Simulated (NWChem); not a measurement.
System: CH7NO2Si; SMILES O[Si](C)(O)N

```xyz
12

C      0.6637     1.6393     0.4994
Si     0.0055    -0.0221    -0.0136
N     -1.6076     0.2057    -0.5836
O      1.0748    -0.6758    -1.1090
O     -0.0405    -1.1649     1.2036
H     -0.0228     2.1591     1.1850
H      1.6335     1.5215     1.0059
H      0.8255     2.2840    -0.3789
H     -2.0919    -0.5553    -1.0484
H     -1.8501     1.0893    -1.0181
H      1.2547    -1.6108    -0.9743
H     -0.8291    -1.1284     1.7520
```
Atoms are numbered in this order, from 1.

Results from NWChem. Medium grid unless said otherwise, to which SCAN and Minnesota functionals are sensitive. The geometry was optimised at PBE0/def2-SVP. Not confirmed as a minimum by frequencies. Hybrids' shares of exact exchange are those that their runs print; pure functionals count as 0. The functionals differ in more than this share.

```csv
row,share of exact exchange,highest occupied level (eV)
PBE/def2-SVP,0.00,-5.63
r2SCAN/def2-SVP,0.00,-6.04
B3LYP/def2-SVP,0.20,withheld
PBE0/def2-SVP,0.25,-7.26
M06/def2-SVP,0.27,-7.41
MPW1K/def2-SVP,0.43,-8.47
```

Question: Fit a straight line of the last column on the one before it, predict the withheld value, and compare with the run.

Answer: 
1. Means of the 5 shown rows: x = 0.190, y = -6.962. Slope Σ(x − x̄)(y − ȳ)/Σ(x − x̄)² = -0.8439/0.1398 = -6.036; intercept -5.815.
2. The shown rows scatter about the line by 0.137 (root mean square); the largest residual is -0.22, at r2SCAN/def2-SVP.
3. At x = 0.20 (B3LYP/def2-SVP; inside the shown range) the line gives -7.02.
4. The run gives -6.94, +0.08 from the line, 0.6 times the scatter.
